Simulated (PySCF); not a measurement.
Relaxation of singlet Ta₃N

Level of theory: PBE0 in PySCF with N def2-TZVP, Ta def2-TZVP with ECP60; scalar-relativistic core potentials, no spin–orbit coupling; density-fitted integrals. A (50,194) grid was used.

A hand-made trigonal pyramidal start, of C3v symmetry, held to at least that symmetry:

Coordinates in bohr (charge 0 multiplicity 1):
```
N     0.0000    0.0000   -1.8768
Ta    3.6207    0.0000    0.0484
Ta   -1.8104    3.1356    0.0484
Ta   -1.8104   -3.1356    0.0484
```

Optimiser trace:
| step | E − E(last) (kJ/mol) | largest gradient (Eh/bohr) |
| --- | --- | --- |
| 0 | 554.90 | 0.11894 |
| 1 | 362.59 | 0.10019 |
| 2 | 191.63 | 0.14141 |
| 3 | 85.05 | 0.07337 |
| 4 | 5.72 | 0.02372 |
| 5 | 1.24 | 0.00998 |
| 6 | 0.03 | 0.00201 |
| 7 | 0.00 | 0.00044 |
| 8 | 0.00 | 0.00005 |

It ends at C3v with N–Ta 1.986 Å (×3), Ta–Ta 2.505 Å (×3); N–Ta–Ta 50.9° (×6), Ta–N–Ta 78.2° (×3), Ta–Ta–Ta 60.0° (×3). A frequency run shows a minimum. Other isomers or separated fragments may lie lower.

Stability towards spin polarisation was not tested. With an element this heavy the missing spin–orbit coupling can shift these numbers.
